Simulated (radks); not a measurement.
Values are calculated unless marked as measured or tabulated.
The ytterbium ion Yb2+, [Xe] 4f14. Code: a radial shooting solver on a logarithmic mesh with Libxc functionals. Model: non-relativistic Kohn-Sham, LDA (Slater exchange, Perdew-Wang correlation), spin-polarised, spherical densities, point nucleus. Every spin shell is full or empty, so the densities are truly spherical. Functionals are evaluated on that one density, not self-consistently. Rank these exchange functionals by their error against the exact value of the orbitals, and give that value: LDA, PBE, PBEsol, revPBE, OPTX, WC, AM05, G96, TPSS, revTPSS, Tao-Mo, TASK, MVS.

Answer. Exact: -275.509 hartree. From best to worst, with 100 (|E| - |E exact|)/|E exact| (equal figures are ties): revPBE +0.01, PBE -0.09, TPSS -0.13, MVS +0.25, WC -0.40, Tao-Mo -0.58, revTPSS -0.66, G96 +0.72, PBEsol -1.64, TASK -1.76, OPTX +2.00, AM05 -3.57, LDA -3.80.
